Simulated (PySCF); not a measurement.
H₃NOZn, SMILES [NH2][Zn][OH]. Heavy atoms are numbered as in [Zn:1]([OH:2])[NH2:4]. Hydrogens are named by the atom that carries them.

Geometry: B3LYP-D3(BJ)/def2-TZVP. The values are those of a single conformer.

Computed with PBE0/pcSseg-2 in PySCF.

GIAO shieldings, no solvent; atoms alike by connectivity are averaged. δ = σ(ref) − σ: ¹⁷O against H2O (σ = 327.8 ppm); ¹H against TMS (σ = 31.54 ppm); ¹⁵N against NH3 (σ = 263.3 ppm), references at their B3LYP-D3(BJ)/def2-TZVP geometries, non-relativistic.

```json
[
 {"atoms": "O2 (OH)", "nucleus": "¹⁷O", "count": "1", "δ (ppm)": "-4.4"},
 {"atoms": "H on O2", "nucleus": "¹H", "count": "1", "δ (ppm)": "0.55"},
 {"atoms": "H on N4", "nucleus": "¹H", "count": "2", "δ (ppm)": "…"},
 {"atoms": "N4 (NH2)", "nucleus": "¹⁵N", "count": "1", "δ (ppm)": "…"}
]
```

Problem. Fill in the missing entries. (Estimate from the structure and the level; the computed values follow.)

Solution. 
- H on N4, δ (ppm): -0.36
- N4 (NH2), δ (ppm): -15.9
